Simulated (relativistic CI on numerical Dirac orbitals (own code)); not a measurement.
Spin-allowed bands of a d2 ion in an octahedral site, by hand

Problem. Take Δ = 24600 cm⁻¹ and B = 870 cm⁻¹ for a d2 ion in an octahedral site. Calculate the three spin-allowed bands.

Working.
1. The terms of highest spin are 3F (energy 0) and 3P (15B = 13050 cm⁻¹). Here the F term splits into A2 at +1.2Δ = 29520, T2 at +0.2Δ = 4920 and T1 at −0.6Δ = -14760 cm⁻¹.
2. The two T1 states mix through the element 0.4Δ: H = [[-14760, 9840], [9840, 13050]], with roots ½(H₁₁ + H₂₂) ∓ ½√[(H₂₂ − H₁₁)² + 4H₁₂²] = ½(-1710) ∓ ½(34069) = -17890 and 16180 cm⁻¹.
3. The ground term is 3T1 at -17890 cm⁻¹.
4. Bands: 3T2 22810 cm⁻¹ (438 nm), 3T1(P) 34069 cm⁻¹ (294 nm), 3A2 47410 cm⁻¹ (211 nm).

Check. Exact diagonalisation of the whole d2 shell with these parameters gives 3T2 22810, 3T1 34069, 3A2 47410 cm⁻¹. The match is exact, since without spin-orbit coupling no other term has this spin. The ratio of the second band to the first, 1.494, depends on Δ/B = 28.3 alone, which is how a Tanabe-Sugano diagram is read.
